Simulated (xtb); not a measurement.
The multiplicity is imposed and other spin states were not computed.

Species: [Zn(Cl)(Br)] (charge 0, multiplicity 1).

**Question.** Give a relaxed geometry from GFN2-xTB (xtb).

**Answer.** the end point of this relaxation.
Cartesian coordinates (Å) in one orientation:
```xyz
3

Zn     0.001     0.000     0.000
Cl     2.026     0.404     0.451
Br    -2.195    -0.438    -0.489
```
